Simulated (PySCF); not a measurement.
# BeF2: one-bond stretch

Level of theory: PBE0/[Be def2-TZVP, F def2-TZVP], no relativity, density fitting, PySCF.

Rigid scan from the singlet minimum (Be–F 1.378 Å (×2); F–Be–F 180.0°). Coordinate: the bond from Be to the last atom (F) scaled, the rest fixed. Energies in kJ/mol from the minimum.

```json
{"scale of one bond": "0.92", "E (kJ/mol)": "25.5", "dipole size (D)": "0.45"}
{"scale of one bond": "0.96", "E (kJ/mol)": "5.7", "dipole size (D)": "0.22"}
{"scale of one bond": "1.00", "E (kJ/mol)": "0.0", "dipole size (D)": "0.00"}
{"scale of one bond": "1.05", "E (kJ/mol)": "7.0", "dipole size (D)": "0.28"}
{"scale of one bond": "1.12", "E (kJ/mol)": "34.1", "dipole size (D)": "0.67"}
{"scale of one bond": "1.20", "E (kJ/mol)": "78.9", "dipole size (D)": "1.11"}
{"scale of one bond": "1.35", "E (kJ/mol)": "177.0", "dipole size (D)": "1.92"}
{"scale of one bond": "1.55", "E (kJ/mol)": "305.6", "dipole size (D)": "–"}
{"scale of one bond": "1.80", "E (kJ/mol)": "441.7", "dipole size (D)": "–"}
{"scale of one bond": "2.20", "E (kJ/mol)": "597.8", "dipole size (D)": "–"}
```

Other isomers or separated fragments may lie lower.

The scan took 5.6 s on 2 threads of a shared Intel Xeon Platinum 8488C (Sapphire Rapids) host; the process peaked at 0.76 GiB.
